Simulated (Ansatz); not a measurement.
`C[NH][GeH]([F])[O]C`, charge 0, multiplicity 1.

(1) Give a relaxed structure at PBE0-D4/def2-TZVP (Ansatz). (Best estimate.)

Results:

(1) Ansatz gave: 
Z-matrix (Å, degrees):
```
C
N 1 1.452
H 1 1.091 2 109.3
H 1 1.098 2 114.0 3 -120.9
H 1 1.094 2 110.1 3 117.5
Ge 2 1.809 1 121.9 3 39.1
H 2 1.009 1 113.4 3 -177.2
O 6 1.754 2 108.9 1 -160.9
F 6 1.739 2 103.0 1 -43.7
H 6 1.531 2 121.5 1 75.4
C 8 1.415 6 120.6 2 51.9
H 11 1.092 8 107.8 6 -160.5
H 11 1.095 8 112.1 6 -40.9
H 11 1.095 8 110.9 6 80.7
```
This is one stationary point; other conformers may exist.
